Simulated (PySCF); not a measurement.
Isomers of C9H12, mass 120.094 u with the commonest isotopes. Computed with PBE0-D3(BJ)/def2-SVP geometry optimisation, gas phase (PySCF). One conformer each, none proved a minimum here; rigid rotors.

Question: Order these by radius of gyration √(Σ m r²/M), largest first.
A. `[CH2:1]=[CH:2]/[C:3]([C:4]#[C:5][CH3:6])=[CH:7]\[CH2:8][CH3:9]` with C1–C2–C3–C4 0°, C3–C7–C8–C9 108°
B. `[CH:1]#[C:2][CH2:3][CH2:4][C@H:5]1[CH2:6][C:7]12[CH2:8][CH2:9]2` with C2–C3–C4–C5 60°, C3–C4–C5–C6 -169°
C. 1,2,3-trimethylbenzene (`Cc1cccc(C)c1C`)

Answer: A (2.601 Å), B (2.147 Å), C (2.070 Å).

Question: Order these by rotational constant A, largest first.
A. `[CH2:1]=[CH:2]/[C:3]([C:4]#[C:5][CH3:6])=[CH:7]\[CH2:8][CH3:9]` with C1–C2–C3–C4 0°, C3–C7–C8–C9 108°
B. 1,2,3-trimethylbenzene, `c1(c(c(C)ccc1)C)C`
C. `[CH:1]#[C:2][CH2:3][CH2:4][C@H:5]1[CH2:6][C:7]12[CH2:8][CH2:9]2` with C2–C3–C4–C5 60°, C3–C4–C5–C6 -169°

Answer: A (2429 MHz), C (2295 MHz), B (2217 MHz).

Question: Order these by rotational constant B, largest first.
A. `[CH2:1]=[CH:2]/[C:3]([C:4]#[C:5][CH3:6])=[CH:7]\[CH2:8][CH3:9]` with C1–C2–C3–C4 0°, C3–C7–C8–C9 108°
B. 1,2,3-trimethylbenzene, `c1(C)c(C)cccc1C`
C. `[CH:1]#[C:2][CH2:3][CH2:4][C@H:5]1[CH2:6][C:7]12[CH2:8][CH2:9]2` with C2–C3–C4–C5 60°, C3–C4–C5–C6 -169°

Answer: B (1735 MHz), C (1385 MHz), A (808.5 MHz).

```
            SMILES  point group  Ia (u·Å²)  Ib (u·Å²)  Ic (u·Å²)      κ  μa (D)  μb (D)  μc (D)
C#CCC[C@H]1CC12CC2           C1     220.18     364.92     521.75  -0.37    0.03    0.68    0.01
     Cc1cccc(C)c1C      near Cs     227.96     291.25     509.76   0.21    0.05    0.80    0.02
  C=C/C(C#CC)=C\CC           C1     208.04     625.11     792.32  -0.81    0.01    0.46    0.05
```
